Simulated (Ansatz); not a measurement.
Input file for Ansatz (a first-principles code): U-B2PLYP/def2-TZVPP on TaGa, 2S+1 = 5, a spin state set in the input, which need not be the lowest, a point of a bond scan (R = 2.640 Å). Elements past Kr take the def2 small-core potentials; no spin–orbit coupling.

Ansatz 0.2 input:
```yaml
crystal:
  periodic: [false, false, false]
  atoms:
    - {symbol: Ta, position_ang: [0.00000000, 0.00000000, 0.00000000]}
    - {symbol: Ga, position_ang: [0.00000000, 0.00000000, 2.64037900]}
basis:
  gaussian:
    orbitals: def2-TZVPP
    pivot_positions_ang: [[0.00000000, 0.00000000, 0.00000000], [0.00000000, 0.00000000, 2.64037900]]
hamiltonian:
  xc: {name: B2PLYP}
magnetization: {spin_polarized: true, initial_magnetization: 4}
correlation: {electrons: valence}
output: {orbitals: {seedname: ./end}}
```

It printed:

```
WARN ansatz: RAYON_NUM_THREADS=1 ignored (pool sized by the plan → 1); use --threads N
Functional definition: B2PLYP
integrals: 0.07 GiB planned
755 factors; integrals over basis functions are off by at most 2.3e-4 eV
mean field: 0.55 GiB planned
mean field evaluation 1: about -53906.7674 eV, gradient 9.8e0 eV
mean field evaluation 2: about -53906.8316 eV, gradient 9.8e0 eV
mean field evaluation 4: about -53907.2904 eV, gradient 3.0e0 eV
mean field evaluation 8: about -53907.3750 eV, gradient 2.0e-1 eV
mean field evaluation 16: about -53907.3799 eV, gradient 4.1e-3 eV
mean field evaluation 32: about -53907.2725 eV, gradient 1.1e0 eV
mean field -53907.37987915 eV, -1981.0596708243 hartree, gradient 5.3e-6 eV, S^2 6.074776; 6 other end points of the search recorded, 0 dependent functions left out
9 core orbitals not correlated
reference -53907.37998776 eV, -1981.0596748158 hartree; 15, 11 occupied and 80, 84 virtual orbitals, 755 factors
second order -17.43649332 eV of doubles, -0.00000000 eV of singles
Total energy: -53912.08784096 eV, -1981.2326852296 hartree
```

Self-consistency was reached.

Cost: very roughly 15 core-seconds.
